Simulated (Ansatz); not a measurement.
Reaction (cleavage of the Al–Al bond): `[BH2][AlH][AlH][CH3]` + `[SiH3]N[SiH3]` → `[CH3][AlH][N]([SiH3])[SiH3]` + `[BH2][AlH2]`

Computed with Ansatz on PBE0-D4/def2-TZVP structures; ΔE is electronic, products minus reactants. CBS: MP2 limit from def2 TZ/QZ plus the TZ coupled-cluster correction, frozen cores. This one scheme is used for every species. Functionals use def2-TZVPP. B3LYP here is the variant with VWN-RPA as its local correlation; programs differ in this. One conformer a species, not always the lowest.

`[BH2][AlH][AlH][CH3]`:

Z-matrix (Å, degrees):
```
C
Al 1 1.961
H 1 1.096 2 110.2
H 1 1.092 2 114.4 3 122.1
H 1 1.096 2 109.6 3 -116.6
Al 2 2.602 1 124.1 3 -125.8
H 2 1.601 1 116.2 3 55.3
B 6 2.104 2 121.6 1 -88.7
H 6 1.602 2 119.3 1 91.2
H 8 1.201 6 122.8 2 -87.8
H 8 1.202 6 122.6 2 88.0
```

`[SiH3]N[SiH3]`:

Cartesian coordinates in Å:
```
Si -0.853 -1.264 0.333
N 0.030 0.194 0.602
Si 0.849 1.192 -0.543
H -0.597 -1.687 -1.065
H -2.320 -1.088 0.524
H -0.414 -2.332 1.273
H 0.018 0.541 1.551
H 0.885 0.454 -1.829
H 2.236 1.490 -0.092
H 0.166 2.499 -0.754
```

`[CH3][AlH][N]([SiH3])[SiH3]`:

```xyz
15

C     0.411   -2.497   -0.536
Al   -0.669   -1.178    0.404
N    -0.226    0.558    0.222
Si    1.154    1.009   -0.728
Si   -1.142    1.832    0.961
H     0.682   -2.170   -1.544
H    -0.107   -3.456   -0.620
H     1.350   -2.680   -0.002
H    -1.906   -1.520    1.330
H     1.478    2.439   -0.468
H     0.904    0.847   -2.187
H     2.338    0.179   -0.377
H    -0.341    2.558    1.985
H    -1.583    2.831   -0.052
H    -2.342    1.248    1.614
```

`[BH2][AlH2]`:

```xyz
6

B    -0.986    0.468   -0.224
Al    0.886   -0.420    0.201
H    -1.438    1.374    0.421
H    -1.687    0.109   -1.129
H     2.226    0.132   -0.463
H     0.999   -1.662    1.194
```

| level | ΔE (kcal/mol) | difference from CCSD(T)/CBS |
| --- | --- | --- |
| PBE-D4 | -19.9 | 5.3 |
| r2SCAN-D4 | -24.0 | 1.2 |
| PBE0-D4 | -21.4 | 3.8 |
| B3LYP-D4 | -25.1 | 0.1 |
| ωB97X-V | -24.8 | 0.4 |
| ωB97M-V | -27.3 | -2.1 |
| B2PLYP | -24.5 | 0.7 |
| PBE | -17.8 | 7.4 |
| r2SCAN | -23.5 | 1.7 |
| PBE0 | -19.6 | 5.6 |
| B3LYP | -21.8 | 3.4 |
| HF/def2-TZVPP | -24.2 | 1.0 |
| MP2/def2-TZVPP | -28.1 | -2.9 |
| SCS-MP2/def2-TZVPP | -27.3 | -2.1 |
| CCSD/def2-TZVPP | -24.7 | 0.5 |
| CCSD(T)/def2-TZVPP | -25.0 | 0.2 |
| HF/def2-QZVPP | -24.5 | 0.7 |
| MP2/def2-QZVPP | -28.3 | -3.1 |
| SCS-MP2/def2-QZVPP | -27.5 | -2.3 |
| HF/CBS(def2) | -24.6 | 0.6 |
| MP2/CBS(def2) | -28.2 | -3.0 |
| CCSD/CBS(def2) | -24.9 | 0.3 |
| CCSD(T)/CBS | -25.2 | 0 |

Largest T1 diagnostic among the species: 0.013.

From PBE to PBE0 (25 % exact exchange), in def2-TZVPP and without D4, ΔE moves by −1.7 kcal/mol. The D4 term adds −3.3 kcal/mol with B3LYP and −1.8 kcal/mol with PBE0; it sums over pairs of atoms, weighted by their polarisabilities, and B3LYP, whose exchange is more repulsive, gets the larger term. In def2-TZVPP, CCSD(T) changes the Hartree–Fock value by −0.8 kcal/mol (the triples alone add −0.3 kcal/mol) and MP2 by −3.9 kcal/mol.
